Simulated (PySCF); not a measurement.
Compound: 1-isocyanato-1-silacyclopent-3-ene, C5H7NOSi.
Cartesian coordinates in Å at the PBE0-D3(BJ)/def2-TZVP level; atoms count from 1:
```xyz
15
C5H7NOSi angstrom
O      4.055    0.115   -0.761
C      3.056    0.105   -0.158
N      2.056    0.096    0.490
Si     0.412    0.060    0.983
C     -0.603    1.389    0.126
C     -1.411    0.575   -0.849
C     -1.363   -0.756   -0.785
C     -0.500   -1.414    0.258
H      0.421    0.131    2.464
H     -1.248    1.929    0.828
H      0.010    2.144   -0.375
H     -2.027    1.077   -1.589
H     -1.939   -1.369   -1.472
H      0.170   -2.163   -0.175
H     -1.104   -1.937    1.008
```

Probes without a nucleus sit at each ring's centroid and 1 Å off its mean plane on both sides; NICS is minus the shielding there, NICSzz its component along the normal. Level: GIAO B97-2/pcSseg-2 (PySCF, non-relativistic, gas phase) on the PBE0-D3(BJ)/def2-TZVP geometry, one conformer.

Ring bond lengths (Å): Si4–C5 1.879, C5–C6 1.505, C6–C7 1.333, C7–C8 1.505, C8–Si4 1.879.

What do the NICS probes read (ppm)?

```csv
ring,type,NICS(0),"NICS(1), two faces","NICS(1)zz, two faces",rms pucker (Å),"centre to ring atoms, mean (Å)"
Si4–C5–C6–C7–C8,"5-membered ring with Si; formal bonds 1 double, 4 single",-1.7,-2.6 / -2.6,-3.0 / -2.1,0.06,1.37
```

What can be read from them?

- Si4–C5–C6–C7–C8: mean NICS(1)zz -2.6 ppm, near zero. Si4, C5, C8 have four or more neighbours, so the value isn't read as a sign of a π ring current.

At the second NICS(1) probe listed for ring Si4–C5–C6–C7–C8, 1 Å off the ring, what do the in-plane components average?

The isotropic value is a third of the trace: (3 × -2.6 − (-2.1))/2 = -2.9 ppm.

Give the inner angles of the rings.

- Si4–C5–C6–C7–C8: Si4 96.7°, C5 101.7°, C6 119.3°, C7 119.4°, C8 101.7°; sum 538.8° against 540° for a flat convex ring.

What are the shieldings of the ring atoms and their hydrogens in the same run (means over atoms taken as equivalent)?

```csv
atoms,environment,σ isotropic (ppm)
Si4,SiH silicon,360.4
C5 (×2),sp3 carbon bound to silicon,164.0
C6 (×2),alkene CH carbon,44.9
H9,Si–H hydrogen,26.42
H10 (×2),methylene hydrogen,29.95
H11 (×2),methylene hydrogen,29.99
H12 (×2),vinylic hydrogen,25.31
```

How do the values depend on the level or the medium?

```
                               level  NICS(0), Si4–C5–C6–C7–C8  mean NICS(1)zz, Si4–C5–C6–C7–C8
                 B97-2/pcSseg-2, gas                      -1.7                             -2.6
                   KT3/pcSseg-2, gas                      -2.1                             -2.9
                  PBE0/pcSseg-2, gas                      -1.7                             -2.6
               wB97X-D/pcSseg-2, gas                      -1.4                             -2.4
   WP04/pcSseg-2, IEF-PCM chloroform                      -1.8                             -2.2
wB97X-D/pcSseg-2, IEF-PCM chloroform                      -1.3                             -2.4
```

The geometry is the same throughout; the continuum's cavity takes Bondi-type radii × 1.2.
